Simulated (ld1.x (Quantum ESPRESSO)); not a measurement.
# Building the TM potential for Au (PBE, fully relativistic).

| Item | Value |
| --- | --- |
| Element | Au |
| Generator | ld1.x (Quantum ESPRESSO) 7.5 |
| Type | norm-conserving Troullier–Martins (Kleinman–Bylander form) |
| Functional | PBE |
| Relativity | fully relativistic |
| Frozen core | [Xe] 4f14 |
| Valence charge | 11 |
| Reference configuration | 5d9 6s2 6p0 |
| Partial waves | 6s (bound): rc 2.30 bohr; 6p (bound, empty): rc 3.20 bohr; 5d (bound): rc 2.05 bohr |
| Local potential | the d channel |
| Core correction | a·sin(br)/r model core inside 1.00 bohr |

Open shells are filled in proportion to 2j + 1 (rel_dist='average').

All-electron outer shells of the reference configuration (PBE, scalar-relativistic, ld1.x):

```json
{"shell": "4f", "level (eV)": "-84.16", "outermost node (bohr)": "–", "outermost maximum (bohr)": "0.37"}
{"shell": "5p", "level (eV)": "-62.53", "outermost node (bohr)": "0.52", "outermost maximum (bohr)": "0.96"}
{"shell": "5d", "level (eV)": "-8.95", "outermost node (bohr)": "0.56", "outermost maximum (bohr)": "1.20"}
{"shell": "6s", "level (eV)": "-6.66", "outermost node (bohr)": "1.11", "outermost maximum (bohr)": "2.27"}
{"shell": "6p", "level (eV)": "-1.10", "outermost node (bohr)": "1.31", "outermost maximum (bohr)": "3.38"}
```

Results:

```json
{"Cutoffs needed": "45 Ry and 60 Ry (the cutoffs (Ry, on a coarse ladder) from which the occupation-weighted sum of valence levels, in a spherical-Bessel basis at the reference potential, stays within 10 and 1 mRy of its value at 400 Ry)", "Ghost test": "ghost states, extra bound levels that the all-electron valence spectrum of the same l lacks: s at -68.2 eV, p3/2 at -15.6 eV, p1/2 at -2.32 eV; a true bound ghost makes a file unfit for plane-wave use (spherical-Bessel basis up to 400 Ry, 20 bohr box)", "Configuration tests": "1 of 7 tests not solved or not reliable; not counted: 5d9 6s1 6p1 (solver errors, printed error -298 meV)"}
```

Note: ghost states, extra bound levels that the all-electron valence spectrum of the same l lacks: s at -68.2 eV, p3/2 at -15.6 eV, p1/2 at -2.32 eV. A true bound ghost makes a file unfit for plane-wave use. The potential misses its own reference levels by up to 1.0 eV.

Generation and tests took about 1.9 s on one core of a shared server CPU.
